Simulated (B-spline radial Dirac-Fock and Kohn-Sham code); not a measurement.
# Dipole and non-dipole photoemission parameters of Ta 3d5/2

System: neutral tantalum, [Xe] 4f14 5d3 6s2; threshold 1735.0 eV (tabulated edge). Model: Dirac-Hartree-Slater photoionisation with a Latter tail; cross sections with all multipoles, angular parameters from the dipole term and its interference with E2. Program: an atomic code on a B-spline grid.

For linearly polarised light dσ/dΩ = σ/(4π) [1 + β P₂(cos θ) + (δ + γ cos²θ) sin θ cos φ], with θ from the polarisation vector and φ the angle between the beam and the projection of the electron momentum on the plane normal to the polarisation.

| hν (eV) | σ (kb) | β | γ | δ |
| --- | --- | --- | --- | --- |
| 2000 | 511 | 0.586 | -0.139 | -0.013 |
| 2230 | 385 | 0.819 | -0.197 | -0.006 |
| 2710 | 229 | 1.062 | -0.129 | 0.025 |
| 4000 | 74.7 | 1.222 | 0.280 | 0.072 |
| 5760 | ? | ? | ? | ? |
| 6280 | 18.3 | 1.188 | 0.868 | 0.127 |
| 8047.8 | 8.04 | 1.123 | 1.197 | 0.166 |
| 9251.7 | 5.00 | 1.077 | 1.373 | 0.193 |
| 9640 | 4.34 | 1.062 | 1.424 | 0.202 |
| 10900 | 2.83 | 1.016 | 1.572 | 0.229 |

**Question.** Give the values at 5760 eV.

**Answer.** σ = 24.1 kb, β = 1.204, γ = 0.753, δ = 0.115.

Values without a named source are computed, but for edge energies of neutral atoms, which are taken from tables.
